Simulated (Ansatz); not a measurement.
Geometry optimisation, RKS B3LYP-D4/def2-SVP in Ansatz 0.2.0.

Input file:

```yaml
crystal:
  periodic: [false, false, false]
  atoms:
    - { symbol: Cl, position_ang: [-2.59145, 0.97436, 0.67282] }
    - { symbol: Mg, position_ang: [-0.77376, 0.24725, -0.17761] }
    - { symbol: Se, position_ang: [1.42112, -0.50379, 0.41546] }
    - { symbol: H, position_ang: [1.94408, -0.71783, -0.91066] }
basis:
  gaussian: { orbitals: def2-SVP }
hamiltonian:
  xc: b3lyp
  dispersion: d4
relax:
  f_tol: 0.015
  max_steps: 40
output:
  orbitals: {}
```

Run as:

```bash
$ ansatz run input.yaml --threads 1 --pin off --max-ram 2048MiB --backend cpu --events-out ev --progress --plain --runs-dir out
```

Q: Where does it end, and by what steps?

A: The run converged. After 6 steps the energy has fallen by 0.257 eV; Mg2 moved furthest, 0.54 Å.

```tsv
step	energy less start (eV)	largest force component (eV/Å)	accepted
0	0.0000	0.997	yes
1	-0.1272	0.245	yes
2	-0.2000	0.440	yes
3	-0.2389	0.231	yes
4	-0.2497	0.385	yes
5	-0.2564	0.024	yes
6	-0.2565	0.004	yes
```

```xyz
4
Properties=species:S:1:pos:R:3
Cl -2.696 0.990 0.311
Mg -0.628 0.234 0.339
Se 1.647 -0.597 0.414
H 1.677 -0.627 -1.065
```

Time of the run: 13 s on 1 thread of Intel(R) Xeon(R) 6975P-C (Granite Rapids) (shared host), peak memory 0.16 GiB.
